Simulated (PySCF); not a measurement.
# How methods differ on the excitation energy of Sr⁺

Sr⁺ [Kr] 5s1 (2S) → Sr⁺ [Kr] 4d1 (2D), as a difference of total energies. Computed with PySCF 2.14 in dyall-av2z (22s16p11d, 125 functions), with no relativity, point nucleus. The calculations carry no spin-orbit coupling.

```
 method  excitation energy (cm⁻¹)  difference from reference (cm⁻¹)
    UHF                     13407                             -1317
    LDA                     11085                             -3639
    PBE                    9854.7                             -4869
   PBE0                    9920.0                             -4804
 r2SCAN                    8943.0                             -5781
  TPSSh                    8718.2                             -6006
   BP86                    9597.7                             -5126
r2SCANh                    9187.6                             -5537
```

Reference: 14724 cm⁻¹ (measured; NIST levels, between the centres of gravity of the two terms).

These non-relativistic numbers lack the scalar-relativistic shift.
